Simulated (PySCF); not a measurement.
Compound: C4H7GeN.
SMILES with atom numbers: `[N:1]#[C:2][GeH:3]1[CH2:4][CH2:5][CH2:6]1` (hydrogens: H7 on Ge3; H8, H9 on C4; H10, H11 on C5; H12, H13 on C6)

Geometry (PBE0-D3(BJ)/def2-SVP, Å), atoms numbered from 1 in this order:
```
atom  x, y, z in Å
N1     3.1284   -0.9153   -0.8725
C2     2.2185   -0.3909   -0.3800
Ge3    0.6619    0.4450    0.3979
C4    -0.6376    0.9165   -1.0018
C5    -1.2900   -0.4734   -0.7802
C6    -0.7838   -0.8693    0.6317
H7     1.1679    1.4014    1.4865
H8    -0.2780    1.1339   -2.0162
H9    -1.2820    1.7441   -0.6680
H10   -2.3878   -0.4729   -0.8779
H11   -0.9038   -1.1866   -1.5251
H12   -1.4694   -0.5496    1.4314
H13   -0.5295   -1.9264    0.7843
```

Theory: core-valence-separated Tamm–Dancoff BHandHLYP/aug-pcX-1 (pcseg-1 on H, def2-SVPD on Ge) in PySCF, non-relativistic, gas phase, PBE0-D3(BJ)/def2-SVP geometry. The energies are unshifted.

The lowest roots of each edge with f over 0.003 (five at most, numbered afresh; weaker and dark ones are left out), with transition dipoles (au) in the frame of the coordinates:

| root | edge | E (eV) | f | μx | μy | μz |
| --- | --- | --- | --- | --- | --- | --- |
| 1 | C | 283.21 | 0.0505 | -0.0052 | -0.0630 | 0.0573 |
| 2 | C | 283.27 | 0.0548 | -0.0547 | -0.0446 | -0.0540 |
| 3 | C | 284.56 | 0.0216 | -0.0459 | -0.0305 | -0.0082 |
| 4 | C | 284.57 | 0.0454 | 0.0675 | 0.0151 | 0.0415 |
| 5 | C | 285.69 | 0.0154 | -0.0170 | 0.0396 | -0.0186 |
| 6 | N | 396.78 | 0.0614 | 0.0049 | 0.0587 | -0.0534 |
| 7 | N | 396.88 | 0.0629 | 0.0495 | 0.0403 | 0.0489 |
| 8 | N | 402.14 | 0.0061 | -0.0154 | 0.0138 | 0.0137 |
| 9 | N | 402.35 | 0.0031 | -0.0158 | 0.0059 | 0.0052 |

Q: Molecules are fixed in this frame and the field points along x. What effective strengths 3 f cos²θ do the roots have (θ between field and μ)?

A: root 1 (C2): 0.001, root 2 (C2): 0.062, root 3 (C4/C6): 0.044, root 4 (C4/C6): 0.095, root 5 (C4/C6): 0.006, root 6 (N1): 0.001, root 7 (N1): 0.071, root 8 (N1): 0.007, root 9 (N1): 0.007. Root 4 is the strongest. Averaged over all orientations cos²θ is 1/3, which gives f back.

 Relativistic effects, spin–orbit coupling among them, are left out although an element past zinc is present.

Rough CPU time on one thread of a shared machine: about 40 s.

One conformer stands for the species.
